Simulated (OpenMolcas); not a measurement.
Pm3+: moving the ligands

Pm3+ with 7 ligands (chloride) in pentagonal bipyramidal coordination (D5h) at 2.79 Å, the axial distance 2.929 Å. A charge of +0.571 e stands 2.8 Å behind each ligand. Ligand basis ANO-RCC-VDZP.
```
Pm    0.0000    0.0000    0.0000
Cl    2.7900    0.0000    0.0000
Cl    0.8622    2.6534    0.0000
Cl   -2.2572    1.6399    0.0000
Cl   -2.2572   -1.6399    0.0000
Cl    0.8622   -2.6534    0.0000
Cl    0.0000    0.0000    2.9295
Cl    0.0000    0.0000   -2.9295
```

```yaml
Program: OpenMolcas
Method: CASSCF
Basis: ANO-RCC-VDZP [7s6p4d2f1g]
Scalar_Hamiltonian: DKH2, point nucleus
Active_space: 4 electrons in 7 orbitals (4f)
State_averaging: 2S+1 = 5 even, 35 roots (33 in the spin-orbit step); 2S+1 = 3 even, 117 roots kept (CI in the orbitals of an earlier block, 106 in the spin-orbit step); 2S+1 = 1 even, 75 roots kept (CI in the orbitals of an earlier block, 31 in the spin-orbit step)
Spin-orbit_coupling: state interaction with AMFI integrals over the reference wave functions
```

Runs around this geometry, states. Energies in cm-1 above the lowest state or level, χT in cm3 K/mol.

```json
{"R (Å)": "2.72", "Ground state": "2S+1 = 5", "First state of that spin": "1.2", "First gap with spin-orbit (degeneracies)": "41.9 (2, 2)", "Width of lowest J": "181", "χT at 300 K": "0.982"}
{"R (Å)": "2.79", "Ground state": "2S+1 = 5", "First state of that spin": "0.8", "First gap with spin-orbit (degeneracies)": "28.3 (2, 2)", "Width of lowest J": "168", "χT at 300 K": "0.986"}
{"R (Å)": "2.93", "Ground state": "2S+1 = 5", "First state of that spin": "13.2", "First gap with spin-orbit (degeneracies)": "9.5 (2, 2)", "Width of lowest J": "143", "χT at 300 K": "0.991"}
```

Taking the width of the lowest J multiplet as R^-n, n = -ln(143 / 181) / ln(2.93 / 2.72) = 3.2 between the shortest and longest distance.

High states are left out of the spin-orbit mixing, which shifts the levels that they would mix with. Without dynamic correlation the ligand-field splitting of an f shell can come out too small, at times by half. No measured value stands beside these numbers; the geometry is a model, was not optimised and need not be the one that this ion takes.

A state without a sure symmetry label is named by its multiplicity alone.
